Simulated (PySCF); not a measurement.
**PbF⁺: one state, many levels of theory**

State: ¹Σ⁺ (singlet), closed shell. Set-up: Pb def2-SVP with ECP60, F def2-SVP; scalar-relativistic core potentials (PySCF 2.14). De refers to Pb⁺ + F in their high-spin ground configurations, without counterpoise correction. A positive dipole points towards F; it is taken about the centre of mass and depends on that origin.

| Level | Re (Å) | ωe (cm⁻¹) | De (eV) | μ (D) |
| --- | --- | --- | --- | --- |
| RHF | 1.985 | 659 | n/a | -4.34 |
| RHF-MP2 | 2.000 | 645 | n/a | n/a |
| RHF-SCS-MP2 | 2.001 | 642 | n/a | n/a |
| RHF-CCSD | 2.000 | 642 | n/a | n/a |
| RHF-CCSD(T) | 2.006 | 632 | n/a | n/a |
| PBE | 2.025 | 604 | n/a | -3.27 |
| revPBE | 2.034 | 594 | n/a | -3.32 |
| BLYP | 2.033 | 596 | n/a | -3.25 |
| r²SCAN | 2.006 | 628 | n/a | -3.47 |
| PBE0 | 2.002 | 635 | n/a | -3.65 |
| r²SCAN0 | 1.992 | 648 | n/a | -3.75 |
| HSE06 | 2.003 | 634 | n/a | -3.63 |

Question: What does the step from GGA to meta-GGA do here, going from PBE to r²SCAN?

Answer: r²SCAN less PBE: -1.9 pm in Re, +4.0 % in ωe. 

Question: What does a quarter of exact exchange do here, going from r²SCAN to r²SCAN0?

Answer: r²SCAN0 less r²SCAN: -1.4 pm in Re, +3.2 % in ωe. Exact exchange removes part of the self-interaction that spreads semilocal densities, and in most molecules shortens and stiffens the bond and lowers De; so it does here.

Question: What does second-order correlation do here, going from RHF to RHF-MP2?

Answer: RHF-MP2 less RHF: +1.5 pm in Re, -2.1 % in ωe. Correlation nearly always deepens the well. The bond lengthens, as in strong covalent bonds, where excitations into antibonding orbitals dominate.

Correlated steps freeze 5 core orbitals. Spin–orbit coupling is left out, which matters for elements this heavy, above all for dissociation energies. The CCSD T1 diagnostic is raised, a sign that a single reference may not be enough here.
